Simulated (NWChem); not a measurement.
A series in which one site is exchanged, each optimised at PBE0/def2-SVP with NWChem, gas phase unless a solvent is named. All stand in one matching conformer (torsions within 35°), which need not be the lowest. For some, no frequency run checked for a minimum. def2 effective core potentials on Cd, Te; no spin-orbit coupling.

A: [Cd]([CH3])[NH2] (CH5CdN; site = Cd)
B: [CH3][Mg][NH2] (CH5MgN; site = Mg)
C: C[Te]N (CH$_{5}$NTe; site = Te)

Values for A:

| Quantity | Value |
|---|---|
| orbital gap (eV), PBE0/def2-SVP | 6.21 |
| vertical ionisation energy, ΔSCF, PBE0/def2-SVP (eV) | 8.43 |
| static polarisability, PBE0/def2-SVPD (bohr³) | 54.8 |

### Question
How do these values change for the other members?

### Answer
```csv
change from A,B,C
"orbital gap (eV), PBE0/def2-SVP",-0.73,-0.84
"vertical ionisation energy, ΔSCF, PBE0/def2-SVP (eV)",0.00,-0.39
"static polarisability, PBE0/def2-SVPD (bohr³)",-4.7,+10.0
```
